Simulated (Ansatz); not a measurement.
System: CHNO, charge 1, doublet. CHNO+ (parent SMILES N=C=O, doublet).
B3LYP-D3(BJ)/def2-TZVP minimum from Ansatz (an electronic-structure program):
```xyz
4

N     -0.9871     0.1220     0.6440
C      0.0489    -0.0160    -0.0607
O      1.0698    -0.0838    -0.5574
H     -1.9424    -0.0881     0.3146
```
Charge +1, spin multiplicity 2.

Total energies in cc-pVTZ, 15 correlated electrons, 3 frozen orbitals. Open shells are spin-unrestricted; no spin-orbit coupling. Correlated methods leave the cores frozen. No relativity. The UHF reference of CHNO+ (parent SMILES N=C=O, doublet) is spin-contaminated (<S^2> up to 0.13 over the pure value in the sets run). The spin of CHNO+ (parent SMILES N=C=O, doublet) was assumed, and the state is the lowest solution found for it.

```
method    program  energy (Eh)  minus CCSDT(Q) (mEh)
--------  -------  -----------  --------------------
HF         Ansatz   -167.45518                560.05
MP2        Ansatz   -167.96716                 48.08
CCSD       Ansatz   -167.98677                 28.46
CCSD(T)    Ansatz   -168.01209                  3.15
CCSDT(Q)   Ansatz   -168.01524                  0.00
```
